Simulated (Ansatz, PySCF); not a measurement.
Pb(OH)4 in two programs

Pb(OH)4 (singlet), relaxed with PySCF 2.14.0, RKS r2SCAN, Pb def2-SVP with ECP60, O def2-SVP, H def2-SVP; non-relativistic Hamiltonian with scalar-relativistic core potentials where named; density fitting; no spin-orbit coupling:

```xyz
9

Pb    0.0451    0.4003    0.0010
O     0.0258   -1.1093    1.4542
H    -0.5489   -0.7902    2.1703
O     0.3008   -0.5968   -1.8231
H    -0.0158   -1.5058   -1.6880
O     1.5700    1.8356    0.0587
H     2.2840    1.5007   -0.5094
O    -1.7234    1.4838    0.2973
H    -1.5254    2.3997    0.0390
```

There the HOMO–LUMO gap is 3.33 eV. 

The same geometry by Ansatz 0.2.0 (PBE, PAW, a periodic box with 9 Å of vacuum):

| spin-orbit coupling | gap (eV) | largest force component (eV/Å) |
| --- | --- | --- |
| without | 2.88 | 0.16 |

Problem. What does the run with spin-orbit coupling give?

Solution. gap (eV): 2.90, largest force component (eV/Å): 0.19. It took 38 s on 2 threads of Arm Neoverse V1, with other jobs on the host, peak memory 2.7 GiB.

The spin-orbit runs use fully relativistic datasets of their own, so changes of a few hundredths of an eV needn't come from the coupling.

No frequency check is given that shows the relaxed geometry to be a minimum.

The two programs differ in functional, so their gaps don't test each other.
